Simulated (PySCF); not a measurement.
An unknown shows these calculated signals:

$^{1}$H NMR (600 MHz, computed): δ 4.32 (s, 3H), 2.43 (s, 3H), 2.18 (m, 1H), 1.68 (m, 1H), 1.25 (s, 1H), 0.95 (m, 1H).

$^{13}$C{$^{1}$H} NMR (computed): δ 216.7 (C), 93.2 (C), 70.8 (CH), 37.5 (CH), 33.6 (CH2), 33.1 (CH3), 10.1 (C).

How the numbers were obtained: geometry from GFN2-xTB, PBE0/pcSseg-1 with gauge-including orbitals, in PySCF 2.14.0 with density-fitted response routines (single conformer, equivalent nuclei averaged, gas phase, relativity neglected).

References, each an isolated molecule treated in the same way: $^{1}$H (31.72 ppm), $^{13}$C (186.93 ppm) vs TMS.

Task: Which of these does the molecule contain: a Si–H bond, an ester, a non-aromatic C=C double bond, a benzene ring, a three-membered ring, a ketone?

Result: 
- A Si–H bond: yes (δH 4.32 (s)).
- An ester: no.
- A non-aromatic C=C double bond: no.
- A benzene ring: no.
- A three-membered ring: yes.
- A ketone: yes (δC 216.7).

The data belong to `C#C[C@@]1([SiH3])C[C@@H]1C(C)=O`, C7H10OSi; they needn't prove each group on their own.

Carbon signals by region: 1 in the far downfield region (above 160 ppm), 2 at 50–100 ppm, 4 below 50 ppm. Above 160 ppm: 216.7, ketone carbonyl carbon.

Shifts are as computed. Against solution values, carbons near 30 ppm lie about +3 ppm off and those near 130 ppm about +5 ppm. Of 1211 compounds with measured shifts, 218 miss one by over three times the rms of a fit or turn the order of signals round; such compounds aren't used in these exercises. Multiplicities follow the n + 1 count of equivalent neighbours, as no J values were calculated; m marks all less simple cases, F and P coupling included.
